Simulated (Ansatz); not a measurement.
Relaxation of CH$_{3}$NTeZn (7 atoms, charge 0, multiplicity 1), to a largest force component of 0.02 eV/Å in at most 50 steps.

Level of theory: RKS CAM-B3LYP/def2-SVP (Ansatz 0.2.0).

```xyz
7
Properties=species:S:1:pos:R:3
C -0.405 0.356 -0.108
N 0.929 0.111 0.360
Zn 0.801 -1.782 0.239
Te -0.927 -1.242 -1.496
H -1.176 0.373 0.671
H 1.646 0.568 -0.239
H 1.232 0.869 0.965
```

Q: Where does it end, and by what steps?

A: The forces met the threshold. The force dipped under the threshold on the way, but the program's further checks kept it going. After 37 steps the energy has fallen by 2.198 eV; Zn3 moved furthest, 1.87 Å. Parted: N2–Zn3 (1.90 → 3.81 Å), Zn3–Te4 (2.51 → 4.18 Å).

```json
{"step": "0", "energy less start (eV)": "0.0000", "largest force component (eV/Å)": "4.011", "accepted": "yes"}
{"step": "2", "energy less start (eV)": "-1.2334", "largest force component (eV/Å)": "1.906", "accepted": "yes"}
{"step": "4", "energy less start (eV)": "-1.8036", "largest force component (eV/Å)": "1.263", "accepted": "yes"}
{"step": "6", "energy less start (eV)": "-2.1309", "largest force component (eV/Å)": "0.291", "accepted": "yes"}
{"step": "8", "energy less start (eV)": "-2.1747", "largest force component (eV/Å)": "0.116", "accepted": "yes"}
{"step": "10", "energy less start (eV)": "-2.1831", "largest force component (eV/Å)": "0.028", "accepted": "yes"}
{"step": "12", "energy less start (eV)": "-2.1887", "largest force component (eV/Å)": "0.157", "accepted": "yes"}
{"step": "14", "energy less start (eV)": "-2.1895", "largest force component (eV/Å)": "0.104", "accepted": "no"}
{"step": "16", "energy less start (eV)": "-2.1909", "largest force component (eV/Å)": "0.026", "accepted": "yes"}
{"step": "18", "energy less start (eV)": "-2.1914", "largest force component (eV/Å)": "0.041", "accepted": "yes"}
{"step": "20", "energy less start (eV)": "-2.1918", "largest force component (eV/Å)": "0.031", "accepted": "yes"}
{"step": "22", "energy less start (eV)": "-2.1916", "largest force component (eV/Å)": "0.110", "accepted": "no"}
{"step": "24", "energy less start (eV)": "-2.1864", "largest force component (eV/Å)": "0.249", "accepted": "no"}
{"step": "26", "energy less start (eV)": "-2.1924", "largest force component (eV/Å)": "0.032", "accepted": "yes"}
{"step": "28", "energy less start (eV)": "-2.1932", "largest force component (eV/Å)": "0.114", "accepted": "yes"}
{"step": "30", "energy less start (eV)": "-2.1951", "largest force component (eV/Å)": "0.036", "accepted": "yes"}
{"step": "32", "energy less start (eV)": "-2.1947", "largest force component (eV/Å)": "0.238", "accepted": "no"}
{"step": "34", "energy less start (eV)": "-2.1977", "largest force component (eV/Å)": "0.039", "accepted": "yes"}
{"step": "36", "energy less start (eV)": "-2.1980", "largest force component (eV/Å)": "0.029", "accepted": "yes"}
{"step": "37", "energy less start (eV)": "-2.1981", "largest force component (eV/Å)": "0.014", "accepted": "yes"}
```

```xyz
7
Properties=species:S:1:pos:R:3
C -0.537 0.468 -0.128
N 0.649 0.467 0.461
Zn 2.200 -2.966 -0.136
Te -1.353 -1.030 -1.194
H -1.092 1.405 0.008
H 1.244 -0.357 0.398
H 0.989 1.266 0.985
```

Whether the end is a true minimum wasn't checked by a vibrational analysis.

The run took 3.1 min on 2 threads of Intel(R) Xeon(R) Platinum 8488C (Sapphire Rapids) (shared host), peak memory 0.31 GiB.
